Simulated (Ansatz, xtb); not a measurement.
## Ligand exchange: C4H10 + C2H7AlS → C4H10S + C2H7Al

Species: C4H10 (isobutane) `CC(C)C`, singlet; C2H7AlS `C[CH2][AlH][SH]`, singlet; C4H10S (2-methyl-2-propanethiol) `CC(C)(C)S`, singlet; C2H7Al `C[CH2][AlH2]`, singlet. The partners trade H for SH: C–H and Al–SH bonds give way to C–SH and Al–H.

Shapes, held fixed at every level: PBE0-D4/def2-TZVP. Flexible molecules stand in one conformer, not always the lowest. Programs: Ansatz 0.2.0, xtb 6.7.1, xtb 6.7.1 later snapshot. The zero-point and thermal change to 298 K, harmonic and unscaled (PBE0-D4/def2-TZVP), is -11.8 kJ/mol.

```
               level                    kind  ΔH(298 K) (kJ/mol)  less CCSD(T)/CBS estimate
            GFN0-xTB          semi-empirical               +10.6                     -145.1
       HF/def2-TZVPP            Hartree–Fock              +166.4                      +10.7
  PBE0-D4/def2-TZVPP           global hybrid              +159.5                       +3.8
  wB97M-V/def2-TZVPP  range-separated hybrid              +155.5                       -0.2
  wB97X-V/def2-TZVPP  range-separated hybrid              +153.9                       -1.8
        MP2/def2-SVP     perturbation theory              +150.5                       -5.2
       CCSD/def2-SVP   coupled cluster or CI              +153.3                       -2.4
     CCSD/def2-TZVPP   coupled cluster or CI              +157.8                       +2.1
CCSD(T)/CBS estimate   coupled cluster or CI              +155.7                        0.0
```

The highest level, CCSD(T)/CBS estimate, gives ΔH(298 K) = +155.7 kJ/mol; the levels span +10.6 to +166.4. GFN0-xTB strays far from the other rows. The column of differences is taken from that level and isn't an error. No measured value is set beside it here. The CBS estimate extrapolates MP2 from def2-TZVPP and def2-QZVPP and adds CCSD(T) − MP2 in the triple-zeta set, cores frozen.
